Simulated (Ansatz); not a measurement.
Job for Ansatz (a quantum-chemistry and plane-wave program): U-PBE0/def2-TZVPP on F2W (SMILES [F][W][F]), 2S+1 = 5, a spin state set in the input, which need not be the lowest. Elements past Kr take the def2 small-core potentials; no spin–orbit coupling.

Ansatz 0.2 input:
```yaml
crystal:
  periodic: [false, false, false]
  atoms:
    - {symbol: W, position_ang: [0.32553963, 0.20009739, 0.12090409]}
    - {symbol: F, position_ang: [-0.39845152, 1.25128654, -1.27943812]}
    - {symbol: F, position_ang: [0.03974317, -1.40391233, 1.08821440]}
basis:
  gaussian:
    orbitals: def2-TZVPP
hamiltonian:
  xc: {name: PBE0}
magnetization: {spin_polarized: true, initial_magnetization: 4}
output: {forces: true}
```

The head of its log:

```
WARN ansatz: RAYON_NUM_THREADS=1 ignored (pool sized by the plan → 1); use --threads N
Functional definition: PBE0
integrals: 0.03 GiB planned
712 factors; their error is unknown
mean field: 0.42 GiB planned
mean field evaluation 1: about -7253.6261 eV, gradient 3.2e1 eV
mean field evaluation 2: about -7242.6140 eV, gradient 6.9e1 eV
```

Problem. What total energy does the run end on?

Solution. -266.6837 hartree.
